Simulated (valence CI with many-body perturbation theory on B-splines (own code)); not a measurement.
**E1 line list for Nb IX**

Calculated by configuration interaction combined with many-body perturbation theory (CI+MBPT): five valence electrons over a frozen Dirac-Fock core [Ar] 3d10, a basis of 9 s, 9 p, 8 d, 6 f, 3 g, 1 h functions for each j, with the one-electron correlation potential Σ1, the two-electron term Σ2, the three-electron term Σ3, Breit, model QED; selected CI, second order for the rest, scaled by the run's own slope (own B-spline code, finite nucleus).

No measured spectrum was set against this ion. As an estimate, levels hold to about 250 cm⁻¹ or 0.2 % of their energy and the worst to 1 %, as in measured heavy ions of charge 2 to 7; those with d or f electrons hold less well. Among the levels kept, up to 760 cm⁻¹ of a level comes from second order outside the variational space, and about a tenth of that is noise between levels of different J, which matters for small intervals.

Lines 151 to 178 of 178 in falling wavelength, among levels below 511350 cm⁻¹, chosen from the strongest by gf and those to the six lowest levels. Wavelengths and rates use the calculated energies, so an error of 600 cm⁻¹ moves a line at 260.9 Å by 0.16 % and its rate by three times that or more. Electric multipoles are in the length gauge, E1 and E2 with the static RPA response of the core. Weak lines are less certain than strong ones. Lines between different terms over intervals too small for the method are left out, as are lines whose strength nearly cancels.

Names give the largest LS component (configuration and term), which can be under half, so a name can repeat, a term be missing and a line seem to break the LS rules; names also repeat where a configuration has a term twice. Letters in brackets count levels of one name in rising energy.

```
λ vac (Å)                  Upper            Lower   A (s⁻¹)  log gf  Branch %
    260.9  4s2 4p2 4d 2P_1/2 [a]  4s2 4p3 4S°_3/2  2.35e+10   -0.32      37.1
    260.4  4s2 4p2 4d 2D_5/2 [c]  4s2 4p3 2P°_3/2  1.15e+11    0.85      94.4
    260.1  4s2 4p2 4d 2D_3/2 [b]  4s2 4p3 2D°_3/2  6.84e+10    0.44      76.1
    259.3      4s2 4p2 4d 4P_3/2  4s2 4p3 4S°_3/2  8.60e+10    0.54      95.4
    257.8  4s2 4p2 4d 2D_5/2 [b]  4s2 4p3 2D°_3/2  6.12e+09   -0.44      29.2
    257.5  4s2 4p2 4d 2F_5/2 [b]  4s2 4p3 2D°_5/2  1.56e+10   -0.03      11.6
    256.3      4s2 4p2 4d 4P_1/2  4s2 4p3 4S°_3/2  8.40e+10    0.22      81.0
    256.0  4s2 4p2 4d 2P_1/2 [b]  4s2 4p3 2D°_3/2  5.23e+09   -0.99       7.1
    255.0  4s2 4p2 4d 2D_3/2 [a]  4s2 4p3 4S°_3/2  2.08e+10   -0.09      67.5
    253.2  4s2 4p2 4d 2D_3/2 [c]  4s2 4p3 2P°_1/2  8.16e+10    0.50      72.2
    252.9  4s2 4p2 4d 2P_3/2 [b]  4s2 4p3 2D°_5/2  1.52e+08   -2.24       0.2
    252.8  4s2 4p2 4d 2F_5/2 [b]  4s2 4p3 2D°_3/2  1.15e+11    0.82      85.1
    252.3  4s2 4p2 4d 2F_7/2 [b]  4s2 4p3 2D°_5/2  1.38e+11    1.02     100.0
    248.4      4s2 4p2 4d 2S_1/2  4s2 4p3 2D°_3/2  1.46e+10   -0.57      18.4
    248.4  4s2 4p2 4d 2P_3/2 [b]  4s2 4p3 2D°_3/2  1.37e+09   -1.29       1.7
    248.3  4s2 4p2 4d 2D_5/2 [a]  4s2 4p3 4S°_3/2  8.47e+09   -0.33      11.7
    244.2  4s2 4p2 4d 2D_3/2 [b]  4s2 4p3 4S°_3/2  4.46e+06   -3.80       0.0
    242.2  4s2 4p2 4d 2D_5/2 [b]  4s2 4p3 4S°_3/2  9.23e+07   -2.31       0.4
    241.7  4s2 4p2 4d 2D_3/2 [c]  4s2 4p3 2D°_5/2  2.19e+08   -2.12       0.2
    241.1  4s2 4p2 4d 2D_5/2 [c]  4s2 4p3 2D°_5/2  4.97e+09   -0.58       4.1
    240.6  4s2 4p2 4d 2P_1/2 [b]  4s2 4p3 4S°_3/2  4.84e+07   -3.08       0.1
    237.8  4s2 4p2 4d 2F_5/2 [b]  4s2 4p3 4S°_3/2  3.05e+09   -0.81       2.3
    237.6  4s2 4p2 4d 2D_3/2 [c]  4s2 4p3 2D°_3/2  8.88e+05   -4.52       0.0
    237.0  4s2 4p2 4d 2D_5/2 [c]  4s2 4p3 2D°_3/2  1.28e+09   -1.19       1.0
    233.9      4s2 4p2 4d 2S_1/2  4s2 4p3 4S°_3/2  3.47e+07   -3.24       0.0
    233.8  4s2 4p2 4d 2P_3/2 [b]  4s2 4p3 4S°_3/2  6.31e+06   -3.68       0.0
    224.3  4s2 4p2 4d 2D_3/2 [c]  4s2 4p3 4S°_3/2  1.93e+08   -2.24       0.2
    223.7  4s2 4p2 4d 2D_5/2 [c]  4s2 4p3 4S°_3/2  5.97e+08   -1.57       0.5
```

Task: How does gf follow from A for the line at 252.9 Å?

Result: gf = 1.4992 × (2J+1)_upper × A / σ², with σ = 395478 cm⁻¹ and 2J+1 = 4: gf = 0.00581.
